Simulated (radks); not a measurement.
Task: Radial electron density D(r) = 4 pi r^2 rho(r) of an atom or ion with 2 electrons. All-electron calculation, scalar-relativistic Kohn-Sham, PW91, spin-unpolarised, spherical densities, point nucleus. Program: a radial shooting solver on a logarithmic mesh with Libxc functionals.

| r (bohr) | D(r) (e/bohr) |
|---|---|
| 0.002753 | 0.4500 |
| 0.003336 | 0.6427 |
| 0.004042 | 0.9136 |
| 0.004897 | 1.291 |
| 0.005934 | 1.810 |
| 0.00719 | 2.517 |
| 0.008711 | 3.463 |
| 0.01056 | 4.704 |
| 0.01279 | 6.290 |
| 0.0155 | 8.254 |
| 0.01878 | 10.59 |
| 0.02275 | 13.21 |
| 0.02757 | 15.95 |
| 0.0334 | 18.49 |
| 0.04047 | 20.43 |
| 0.04904 | 21.28 |
| 0.05895 | 20.71 |
| 0.07142 | 18.53 |
| 0.08654 | 14.96 |
| 0.1049 | 10.68 |
| 0.1271 | 6.564 |
| 0.154 | 3.369 |
| 0.1865 | 1.391 |
| 0.226 | 0.4412 |
| 0.2739 | 0.1013 |
| 0.3318 | 0.01574 |
| 0.4021 | 0.001527 |

What is the nuclear charge?

Result: Z = 20. The innermost maximum, from 1s, lies near gamma/Z bohr with gamma = sqrt(1 - (Z/c)^2) = 0.989, here 0.0495 bohr (found: 0.0502), and its height grows with Z. The density is that of the calcium ion Ca18+ in [He]; the configuration itself is not fixed sharply by these data, and Z only to about a unit. D(r) has 1 maximum, at r = 0.0502 bohr.
